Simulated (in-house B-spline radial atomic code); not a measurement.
Values are calculated unless marked as measured or tabulated.
**Ge ion on O atom: potential, deflection and energy transfer**

The pair potential comes from two frozen, spherical free-atom densities (PBE, B-spline radial code, scalar-relativistic past argon): electrostatics plus the change in Thomas-Fermi kinetic and Dirac exchange energy where they overlap, the recipe behind the universal ZBL potential, which averages such potentials (from solid-state densities) over many pairs. It is written V = (Z1 Z2 e²/r) φ(r/a), with e² = 14.3996 eV·Å and a = 0.46850 Å/(Z1^0.23 + Z2^0.23); ZBL's fit is φ = 0.18175 e^(−3.1998x) + 0.50986 e^(−0.94229x) + 0.28022 e^(−0.4029x) + 0.02817 e^(−0.20162x). Where φ falls below 4e-4 it is continued as an exponential.

Masses 72.63 and 16.0 u.

| x = r/a | φ, this pair | φ, ZBL |
| --- | --- | --- |
| 0.1 | 0.8924 | 0.8928 |
| 0.5 | 0.6259 | 0.6096 |
| 1.5 | 0.3152 | 0.2995 |
| 3 | 0.1374 | 0.1292 |
| 5 | 0.05613 | 0.05224 |
| 8 | 0.01826 | 0.01705 |
| 12 | 0.004389 | 0.00474 |
| 17 | 0.0009526 | 0.001212 |

Question: At x = 1 the electrostatic, kinetic and exchange parts are 9681.78, 3586.79 and -171.59 eV. Find r, V and φ.

Answer: a = 0.46850/(2.2191 + 1.6133) = 0.12225 Å, so r = 0.12225 Å. V = 9681.78 + 3586.79 + (-171.59) = 13096.98 eV. The bare repulsion is 32 × 8 × 14.3996/0.12225 = 30155 eV, so φ = 0.4343, +4.3 % against ZBL's 0.4164. The kinetic (Pauli) term is 27 % of V here.

Question: The ion comes in at 1.67 keV with impact parameter 0.2445 Å. The scattering integral gives a centre-of-mass angle of 121.3° and a closest approach of 5.452 a. What are the reduced energy, the energy passed on and the laboratory angles?

Answer: ε = E a M2/(Z1 Z2 e² (M1 + M2)) = 1670 × 5.9867e-06 = 0.01. The most that one collision can pass on is γE with γ = 4 M1 M2/(M1 + M2)² = 0.5917. Here T = γE sin²(θ/2) = 0.5917 × 1670 × 0.7598 = 751 eV. The ion turns by arctan(sin θ/(cos θ + M1/M2)) = 12.0°, and the struck atom leaves at (180° − θ)/2 = 29.3°. The closest approach is 0.667 Å. With ZBL the angle would be 119.98° and T = 741.2 eV.
